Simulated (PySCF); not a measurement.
Level of theory: σ from GIAO-PBE0/pcSseg-1, geometry from GFN2-xTB, in PySCF 2.14 (gas phase, averaged over atoms made equivalent by symmetry, fast rotation or ring inversion, relativity neglected, one computed conformer).

Shifts are taken against calculated references (same method and geometry level): ¹H (31.72 ppm), ¹³C (186.93 ppm) against TMS. Shifts are as computed. Against solution values, carbons near 30 ppm lie about +3 ppm off and those near 130 ppm about +5 ppm. Of 1211 compounds with measured shifts, 218 miss one by over three times the rms of a fit or turn the order of signals round; such compounds aren't used in these exercises.

**Question.** Order these molecules by the shift of their most deshielded carbon-bound hydrogen, lowest δ first.
A. C=C(C)CC=O
B. C=CP(C)[SiH3]
C. O=P1(C(F)=C(F)F)C=CCC=C1
D. CC(C)c1nnco1

**Answer.** B (6.61 ppm, hydrogen on an alkene CH), C (7.21 ppm, hydrogen on an alkene CH), D (8.09 ppm, hydrogen on an aromatic CH between two ring heteroatoms), A (9.63 ppm, hydrogen on an aldehyde carbonyl carbon).

**Question.** Order these molecules by the shift of their most deshielded carbon, lowest δ first.
A. O=P1(C(F)=C(F)F)C=CCC=C1
B. C=CP(C)[SiH3]
C. CC(C)c1nnco1
D. C=C(C)CC=O

**Answer.** B (146.0 ppm, alkene CH), A (172.8 ppm, fully substituted alkene carbon), C (179.9 ppm, substituted aromatic carbon next to the ring oxygen), D (201.2 ppm, aldehyde carbonyl carbon).

**Question.** How many ¹³C and ¹H signals does each give (equivalence by symmetry and fast rotation, but not about amide C–N or C=N bonds)? `C=CP(C)[SiH3]`, `C=C(C)CC=O`, `CC(C)c1nnco1`, `O=P1(C(F)=C(F)F)C=CCC=C1`

**Answer.** C=CP(C)[SiH3]: 3 C, 5 H; C=C(C)CC=O: 5 C, 5 H; CC(C)c1nnco1: 4 C, 3 H; O=P1(C(F)=C(F)F)C=CCC=C1: 5 C, 4 H.
